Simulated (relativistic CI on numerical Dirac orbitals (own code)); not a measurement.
## What each ingredient does to the levels of Ta64+

Base calculation: Dirac-Coulomb-Breit CI, separate exchange-only KLI orbitals for each configuration, QED by a radiative potential, unscaled Slater integrals.

CI space (outside the closed core 1s2): 2s²2p⁵, 2s2p⁶, 2p⁶3s, 2s²2p⁴3s, 2p⁶3p, 2p⁶3d, 2s²2p⁴3p, 2s²2p⁴3d, 2s2p⁵3s, 2s2p⁵3p, 2s2p⁵3d, 2s²2p⁴4s, 2s²2p⁴4p, 2s²2p⁴4d, 2s²2p⁴4f, 2s²2p³3s². Levels of other configurations are missing.

Variants: (1) Breit term removed. Shifts of the energy above 2s²2p⁵ ²P°3/2, in eV, for the lowest level and the first level of each name with at least 55 % of one term (blank where a level changes its place among those of its configuration and J or its character, or is not in the variant):

```csv
Level,Base,Δ(1)
2s²2p⁵ ²P°3/2,0.0,0.0
2s²2p⁵ ²P°1/2,1305.6,+14.9
2s2p⁶ ²S1/2,1775.3,-1.5
2s²2p⁴3s ⁴P5/2,8217.3,+17.5
2s²2p⁴3s ²P3/2,8228.2,+17.0
2s²2p⁴3s ²S1/2,8281.1,+8.9
2s²2p⁴3p ²P°1/2,8411.4,+4.4
2s²2p⁴3p ⁴D°7/2,8716.9,+18.4
2s²2p⁴3d ²D3/2,8923.7,+10.3
2s²2p⁴3d ⁴F9/2,8947.3,+22.4
2s²2p⁴3d ²P1/2,8961.3,+19.9
2s²2p⁴3s ⁴P3/2,9528.8,+28.8
2s²2p⁴3s ²P1/2,9538.5,+28.9
2s²2p⁴3s ²D5/2,9549.1,+36.8
2s²2p⁴3s ²D3/2,9555.3,+35.7
2s2p⁵3s ⁴P°5/2,9928.4,+18.5
2s2p⁵3s ²P°3/2,9956.5,+17.3
2s2p⁵3s ²P°1/2,10011.5,+19.5
2s²2p⁴3p ²F°7/2,10045.4,+38.1
2s2p⁵3p ²D3/2,10153.6,+11.9
2s²2p⁴3d ⁴D1/2,10165.4,+28.3
2s²2p⁴3d ⁴F5/2,10183.0,+32.2
```

At this charge energies of transitions that change n are usually good to better than 1 %, and those within a shell (Δn = 0) to a few per cent.

Ionisation energy from the two ground configurations alone: base 15459.5 eV; Breit term removed 15482.6 eV. The NIST ASD value (theoretical) is 15461 eV.

LS names give the leading component of a level, which can be under half, so a name can repeat, a term be missing and a line seem to break the LS rules.
